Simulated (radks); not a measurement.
Question: The mean radii <r> (bohr) of the occupied orbitals of an atom or ion are listed with their occupations. Method: Dirac Kohn-Sham, PBEsol, spin-unpolarised, spherical densities, point nucleus; computed with a radial shooting solver on a logarithmic mesh with Libxc functionals.

| orbital | occ. | <r> |
|---|---|---|
| 1s1/2 | 2 | 0.01835 |
| 2s1/2 | 2 | 0.07698 |
| 2p1/2 | 2 | 0.06369 |
| 2p3/2 | 4 | 0.07166 |
| 3s1/2 | 2 | 0.2001 |
| 3p1/2 | 2 | 0.1901 |
| 3p3/2 | 4 | 0.2045 |
| 3d3/2 | 4 | 0.1791 |
| 3d5/2 | 6 | 0.1835 |
| 4s1/2 | 2 | 0.4261 |
| 4p1/2 | 2 | 0.4262 |
| 4p3/2 | 4 | 0.4515 |
| 4d3/2 | 4 | 0.4486 |
| 4d5/2 | 6 | 0.4560 |
| 4f5/2 | 1 | 0.4364 |

Name the element and its charge. Open shells, if any, fill j = l - 1/2 first.

Answer: Z = 74, tungsten, charge +27: W27+ in [Kr] 4d10 4f1. The 1s radius gives Z: for a bare nucleus <r> = (2 gamma + 1)/(2Z) with gamma = sqrt(1 - (Z/c)^2), 0.01813 bohr for Z = 74, and screening makes it slightly larger (0.01835 here). The occupations add up to 47, and the charge is Z minus that.
